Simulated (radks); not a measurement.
The numbers below are computed, except where a source is named.
Er2+, 66 electrons, occupied as [Xe] 4f11.5 6s0.5 (fractional occupations, a model configuration). Code: a radial shooting solver on a logarithmic mesh with Libxc functionals. Model: scalar-relativistic Kohn-Sham, BP86, spin-unpolarised, spherical densities, finite nucleus; Fermi nuclear charge, rms radius 5.2516 fm.

Local quantities along the radius. ELF = 1/(1 + alpha^2) is the electron localisation function; alpha = (tau - tau_W)/tau_unif compares the Pauli kinetic energy density with that of the uniform gas; r v_xc is r times the local exchange-correlation potential (hartree bohr); 4 pi r^2 rho is in e/bohr; s = |grad rho|/(2 (3 pi^2)^(1/3) rho^(4/3)) is the reduced gradient. tau is taken from the large components.

r (bohr),ELF,alpha,r v_xc,4 pi r^2 rho,s
0.0007391,0.999,0.02331,-0.1115,3.259,1.013
0.001002,0.999,0.02373,-0.1245,5.334,0.8575
0.001358,0.999,0.02485,-0.1430,8.616,0.7427
0.00184,0.999,0.02696,-0.1682,13.68,0.6610
0.002474,0.999,0.03046,-0.2000,20.96,0.6072
0.003352,0.999,0.03649,-0.2408,31.51,0.5746
0.004543,0.998,0.04694,-0.2898,45.38,0.5627
0.006158,0.996,0.06611,-0.3454,61.73,0.5709
0.008345,0.989,0.1044,-0.4043,77.87,0.6002
0.01131,0.965,0.1896,-0.4600,89.17,0.6503
0.01521,0.869,0.3883,-0.5036,91.29,0.7073
0.02061,0.580,0.8517,-0.5338,85.21,0.7137
0.02793,0.337,1.401,-0.5593,81.23,0.5457
0.03785,0.429,1.153,-0.6445,92.87,0.3149
0.0513,0.687,0.6748,-0.8040,115.5,0.3019
0.06952,0.720,0.6230,-0.8979,120.6,0.4273
0.09347,0.452,1.101,-0.8987,100.6,0.4806
0.1267,0.383,1.269,-0.9607,94.86,0.2581
0.1717,0.690,0.6705,-1.187,109.6,0.2697
0.2327,0.645,0.7423,-1.193,85.86,0.5128
0.3153,0.241,1.775,-1.030,51.25,0.4105
0.4274,0.591,0.8323,-1.305,57.96,0.1769
0.5792,0.691,0.6688,-1.401,52.05,0.4143
0.7787,0.416,1.185,-1.228,27.74,0.5971
1.055,0.382,1.271,-1.140,15.29,0.5169
1.43,0.585,0.8415,-1.105,9.175,0.6750
1.939,0.423,1.169,-0.9033,3.541,1.194
2.627,0.083,3.316,-0.6351,0.8642,1.963
3.561,0.051,4.314,-0.4952,0.2281,2.418
4.787,0.225,1.858,-0.3592,0.05701,4.566
6.488,0.395,1.237,-0.2175,0.005485,13.35
8.793,0.144,2.434,-0.1731,0.0001366,59.70

On this mesh the ELF has minima near r = 0.028, 0.11, 0.32, 0.91, 3.1 bohr, which separate the shells, and maxima near 0.060 (0.74), 0.20 (0.74), 0.50 (0.71), 1.4 (0.59).
